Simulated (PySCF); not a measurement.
# Excitation energy of Al by level of theory

Al [Ne] 3s2 3p1 (2P) → Al [Ne] 3s1 3p2, s spin flipped, as a difference of total energies. All numbers are calculated (PySCF 2.14, the spin-free X2C one-electron Hamiltonian (Gaussian nucleus), in x2c-TZVPPall). Correlated levels: valence: [Ne] frozen; valence and next inner shell: 1s2 frozen. The calculations carry no spin-orbit coupling.

| method | excitation energy (eV) |
| --- | --- |
| UHF | 5.955 |
| LDA | 5.112 |
| PBE | 5.014 |
| PBE0 | 5.275 |
| r2SCAN | 5.102 |
| PBEsol | 5.009 |
| B2PLYP | 5.398 |
| PW91 | 5.026 |
| BLYP | 5.085 |
| MP2 (valence) | 5.565 |
| SCS-MP2 (valence) | 5.555 |
| MP2 (valence and next inner shell) | 5.602 |
| SCS-MP2 (valence and next inner shell) | 5.584 |

Q: How much does correlation contribute at MP2 (valence and next inner shell)?

A: 5.602 − (5.955) = -0.353 eV, measured against UHF.

The upper determinant mixes two multiplicities, so it lies between the two terms.
